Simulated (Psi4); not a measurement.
Cl₂Sc (SMILES [Cl][Sc+][Cl]), charge +1, singlet, at a GFN2-xTB geometry (such geometries of metal compounds can be far from the true shape) (the multiplicity is a formal guess), atoms displaced at random by about 0.002 Å a coordinate; CAM-B3LYP/STO-3G (Psi4).

The Psi4 input:
```
memory 2 GB

molecule {
1 1
  Sc    0.40441545   -0.00089822    0.43054562
  Cl    1.19594740    0.37501622   -1.63833723
  Cl   -1.69847816   -0.37685933    1.10371381
}

set basis sto-3g

energy('cam-b3lyp')
print_variables()
```

Question: Write the output that Psi4 gives for this input, abridged.

Answer: 
```
   => Loading Basis Set <=

    Name: STO-3G
    Role: ORBITAL
    Keyword: BASIS

         ---------------------------------------------------------
                                   SCF
               by Justin Turney, Rob Parrish, Andy Simmonett
                          and Daniel G. A. Smith
                              RKS Reference
         ---------------------------------------------------------

  ==> Geometry <==

    Molecular point group: cs
    Full point group: Cs

    Geometry (in Angstrom), charge = 1, multiplicity = 1:

       Center              X                  Y                   Z               Mass
    ------------   -----------------  -----------------  -----------------  -----------------
         SC          -0.395408307347     0.428258570479     0.000000000000    44.955908280000
         CL          -1.230756286136    -1.657479786896     0.000000000000    34.968852682000
         CL           1.739092655073     1.106911165453     0.000000000000    34.968852682000

  Running in cs symmetry.

  Rotational constants: A =      0.67185  B =      0.05857  C =      0.05387 [cm^-1]
  Rotational constants: A =  20141.42696  B =   1755.84521  C =   1615.05176 [MHz]
  Nuclear repulsion =  206.120749015240420

  Charge       = 1
  Multiplicity = 1
  Electrons    = 54
  Nalpha       = 27
  Nbeta        = 27

  ==> Algorithm <==

  SCF Algorithm Type is DF.
  DIIS enabled.
  MOM disabled.
  Fractional occupation disabled.
  Guess Type is SAD.
  Energy threshold   = 1.00e-06
  Density threshold  = 1.00e-06
  Integral threshold = 1.00e-12

  ==> Primary Basis <==

  Basis Set: STO-3G
    Blend: STO-3G
    Number of shells: 18
    Number of basis functions: 36
    Number of Cartesian functions: 37
    Spherical Harmonics?: true
    Max angular momentum: 2

  ==> DFT Potential <==

   => LibXC <=

    Version 7.1.2
    S. Lehtola, C. Steigemann, M. J. T. Oliveira, and M. A. L. Marques,  SoftwareX 7, 1–5 (2018) (10.1016/j.softx.2017.11.002)

   => Composite Functional: CAM-B3LYP <=

    CAM-B3LYP Hyb-GGA Exchange-Correlation Functional

    T. Yanai, D. P. Tew, and N. C. Handy,  Chem. Phys. Lett. 393, 51 (2004) (10.1016/j.cplett.2004.06.011)

    Deriv               =              1
    GGA                 =           TRUE
    Meta                =          FALSE

    Exchange Hybrid     =           TRUE
    MP2 Hybrid          =          FALSE

   => Exchange Functionals <=

    0.3500         Becke 88 [omega = 0.3300]
[...]
   @DF-RKS iter   2: -1663.22147965419981   -3.23099e-02   9.76424e-03 DIIS/ADIIS
   @DF-RKS iter   3: -1663.29075965953507   -6.92800e-02   1.73116e-04 DIIS/ADIIS
   @DF-RKS iter   4: -1663.29080244080637   -4.27813e-05   3.10633e-05 DIIS
   @DF-RKS iter   5: -1663.29080482147720   -2.38067e-06   8.51700e-06 DIIS
   @DF-RKS iter   6: -1663.29080501362114   -1.92144e-07   3.16051e-06 DIIS
   @DF-RKS iter   7: -1663.29080503046225   -1.68411e-08   5.74626e-07 DIIS
  Energy and wave function converged.

  ==> Post-Iterations <==

   Electrons on quadrature grid:
      Ntotal   =   53.9999986963 ; deviation = -1.304e-06

    Orbital Energies [Eh]
    ---------------------

    Doubly Occupied:

[...]
    Virtual:

[...]
    Final Occupation by Irrep:
             Ap   App
    DOCC [    21,    6 ]
    NA   [    21,    6 ]
    NB   [    21,    6 ]

  @DF-RKS Final Energy: -1663.29080503046225

   => Energetics <=

    Nuclear Repulsion Energy =            206.1207490152404205
    One-Electron Energy =               -2683.7232580308718752
    Two-Electron Energy =                 887.0364062920069728
    DFT Exchange-Correlation Energy =     -72.7247023068380969
    Empirical Dispersion Energy =           0.0000000000000000
    VV10 Nonlocal Energy =                  0.0000000000000000
    Total Energy =                      -1663.2908050304622520

Computation Completed

Properties will be evaluated at   0.000000,   0.000000,   0.000000 [a0]

Properties computed using the SCF density matrix

 Multipole Moments:

 ------------------------------------------------------------------------------------
     Multipole            Electronic (a.u.)      Nuclear  (a.u.)        Total (a.u.)
 ------------------------------------------------------------------------------------

 L = 1.  Multiply by 2.5417464519 to convert [e a0] to [Debye]
 Dipole X            :         -2.3642131            0.6389992           -1.7252139
 Dipole Y            :          2.5599981           -0.6920868            1.8679112
 Dipole Z            :          0.0000000            0.0000000            0.0000000
 Magnitude           :                                                    2.5427260

 ------------------------------------------------------------------------------------

  Variable Map:
  ----------------------------------------------------------------------------
[...]
  Array Variable Map:
  ----------------------------------------------------------------------------
[...]
[...]
```
